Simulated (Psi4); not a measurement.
Pair of molecules, SMILES N#N with SMILES [AsH3] (the first has 2 atoms); geometry from B3LYP-D3(BJ)/def2-TZVP, rigid monomers moved along the line of their centres of mass till N2···As3 is 4.04 Å.
(charge 0, multiplicity 1):
```xyz
6

N      0.2416    -0.2329    -1.0082
N      0.4601    -0.6963    -0.0452
As    -0.4635     0.1509     3.7973
H      1.0213    -0.1861     3.8682
H     -0.8467    -1.3174     3.6534
H     -0.6082     0.1016     5.3153
```

The numbers are results of SAPT0/aug-cc-pVDZ run with Psi4, not measurements.

Problem. Give the four SAPT terms and the total, and say what mostly holds the pair together.

Solution. electrostatics -0.15, exchange 0.21, induction -0.03, dispersion -0.52, total -0.49 kcal/mol; the largest attraction is dispersion.
